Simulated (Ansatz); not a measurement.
Reaction (formal exchange of groups at the Si–Sn bond): `C[SiH2][SnH2][SH]` + `[SiH3][SeH]` → `C[SiH2][SiH2][SeH]` + `[SH][SnH3]`

Program: Ansatz. Geometries: PBE0-D4/def2-TZVP. ΔE: electronic, gas phase. CBS: MP2 limit from def2 TZ/QZ plus the TZ coupled-cluster correction, frozen cores. DFT in def2-TZVPP. B3LYP here is the variant with VWN-RPA as its local correlation; programs differ in this. Elements past krypton have def2 core potentials. For Se, Sn outer-core shells are correlated without core-valence functions, which leaves a few kJ/mol of doubt a bond. Scalar relativity is left out up to krypton. One conformer a species, not always the lowest.

(1) Is it downhill or uphill in electronic energy at CCSD(T)/CBS, and by how much? (An estimate is asked.)

(2) What do these levels give: PBE-D4, B3LYP-D4, ωB97X-V, B2PLYP, PBE, PBE0, MP2/def2-TZVPP, SCS-MP2/def2-TZVPP, HF/def2-QZVPP, SCS-MP2/def2-QZVPP, MP2/CBS(def2), CCSD/CBS(def2)? (Estimate.)

Largest T1 diagnostic among the species: 0.012.

## Answers

(1) Computed: Uphill: ΔE = +0.31 eV.

(2) The calculation gave: PBE-D4 0.22, B3LYP-D4 0.27, ωB97X-V 0.24, B2PLYP 0.29, PBE 0.23, PBE0 0.24, MP2/def2-TZVPP 0.32, SCS-MP2/def2-TZVPP 0.31, HF/def2-QZVPP 0.29, SCS-MP2/def2-QZVPP 0.33, MP2/CBS(def2) 0.37, CCSD/CBS(def2) 0.31 eV.
